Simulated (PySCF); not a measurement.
## Working out the ionisation energy of Al²⁺

Al²⁺ [Ne] 3s1 (2S) → Al³⁺ [Ne] (1S). All numbers are calculated (PySCF 2.14, the spin-free X2C one-electron Hamiltonian (Gaussian nucleus), in x2c-QZVPPall with one added diffuse shell each of s, p, d, f type (10s7p5d3f1g, 86 functions)). Frozen: 1s2. Energies in hartree (1 hartree = 27.21139 eV):

```json
{"part": "UHF", "Al²⁺ (lower)": "-241.466720", "Al³⁺ (upper)": "-240.434476"}
{"part": "CCSD correlation", "Al²⁺ (lower)": "-0.165472", "Al³⁺ (upper)": "-0.154346"}
{"part": "(T)", "Al²⁺ (lower)": "-0.001217", "Al³⁺ (upper)": "-0.000989"}
```

What does Hartree-Fock give?

(-240.434476) − (-241.466720) = 1.032244 hartree = 28.089 eV.

What do CCSD and CCSD(T) give?

The CCSD correlation energies differ by 0.011126 hartree = 0.303 eV and the triples by 0.000228 hartree = 0.006 eV, so CCSD gives 28.392 eV and CCSD(T) 28.398 eV.

Measured between the centres of the two terms (NIST): 28.448 eV, so CCSD(T) (valence and next inner shell) is off by -0.050 eV.

What remains against the reference includes basis incompleteness, the frozen core and higher excitations.
